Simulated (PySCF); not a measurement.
C4H7NS, SMILES CSC=C=CN.

Coordinates come from a r2SCAN-D4/def2-SVP optimisation. The structure was generated by enumeration; whether it is a known compound was not checked. The values are those of a single conformer.

Calculation: SMD-ωB97X/def2-SVP (PySCF).

Solvation free energies are E(SMD) − E(gas) at the gas-phase geometry, for 1 M in both phases. In vacuum the dipole moment is 0.81 D.

| solvent | ΔG(solv) (kcal/mol) | its non-electrostatic (CDS) part | dipole (D) |
|---|---|---|---|
| water | -4.2 | 4.2 | 1.03 |
| chloroform | -7.0 | -1.1 | 0.98 |
| toluene | -5.0 | -1.1 | 0.93 |
